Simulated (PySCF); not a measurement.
# Reading the logs of faulty runs: BH3NO2 anion

Calculated results; nothing here was measured. The program is PySCF 2.14.0, an open-source quantum chemistry code, run on an isolated molecule that a program drew, which may never have been made. The molecule is BH3NO2 anion (charge -1, singlet), drawn as the SMILES string `NB([O-])O`.

Each row is a Hartree-Fock (HF) and frozen-core CCSD(T) single point in the aug-cc-pVDZ basis, meant for a local HF minimum. Run 1 is clean. Each other run has one planted mistake out of seven kinds, and not every kind appears here: one electron removed, one electron added, multiplicity raised by two, geometry at a saddle point, minimal basis STO-3G, one bond length entered in bohr, all coordinates scaled. The reference is restricted for singlets and unrestricted otherwise, and also for a bond in bohr. Adding or removing an electron swaps singlet and doublet. Electrons count all cores. HOMO and LUMO are orbital energies over both spins, the gradient is its largest component, and the lowest frequency (negative if imaginary) is given only where the gradient is small. Bond lengths are over the 6 bonds as drawn. T1 is the CCSD diagnostic: over 0.02 (restricted) or 0.045 (unrestricted) a single reference is doubtful.

Geometry of the clean run:
```xyz
7
BH3NO2 anion, angstrom
N    -0.0028    1.8672   -0.4368
B     0.1869    0.3995   -0.5720
O    -0.1815   -0.3296   -1.5655
O     0.8401   -0.1168    0.6084
H     0.6213    2.3619    0.1665
H    -0.1475    2.3528   -1.2969
H     0.9029   -1.0459    0.4691
```

```
run,electrons,basis functions,<S^2>,HOMO (eV),LUMO (eV),gradient (hartree/bohr),lowest frequency (cm^-1),mean bond (Å),longest bond (Å),T1,HF (hartree),CCSD(T) (hartree),mistake
1,32,119,0.000,-4.55,4.11,2.4e-05,384,1.1926,1.486,0.0174,-230.78294,-231.50270,no fault
2,32,23,0.000,1.53,20.52,6.5e-02,-,1.1926,1.486,0.0146,-227.47076,-227.67013,minimal basis STO-3G
3,32,119,0.000,-4.55,3.62,9.3e-02,-,1.4068,2.730,0.0250,-230.65356,-231.39481,?
4,31,119,0.758,-11.45,0.53,1.3e-01,-,1.1926,1.486,0.0252,-230.72821,-231.38851,?
```

**Which mistake was planted in run 3, and what did it cost?**

The mean bond changes by a factor of 1.180 and the longest by 1.837, so the molecule wasn't scaled as a whole. A length L in bohr read as angstrom grows by (1/0.5292 - 1) L = 0.890 L. The 6 bonds together grew by 6 x 0.2142 = 1.285 Å, which gives L = 1.444 Å. That is bond B2-O4, 1.445 Å in the clean geometry. So the mistake is: one bond length entered in bohr. Subtracting run 1 and multiplying by 627.51 kcal/mol a hartree, the energy moved by 81.2 kcal/mol in HF and 67.7 kcal/mol in CCSD(T).

**Which mistake was planted in run 4, and what did it cost?**

It counts 31 electrons, one fewer than the clean run, at the same geometry and basis. So the mistake is: one electron removed. Subtracting run 1 and multiplying by 627.51 kcal/mol a hartree, the energy moved by 34.3 kcal/mol in HF and 71.7 kcal/mol in CCSD(T).

Cautions from the logs. Run 2: the HOMO is above zero, so the electron isn't bound and the energy depends on the basis.
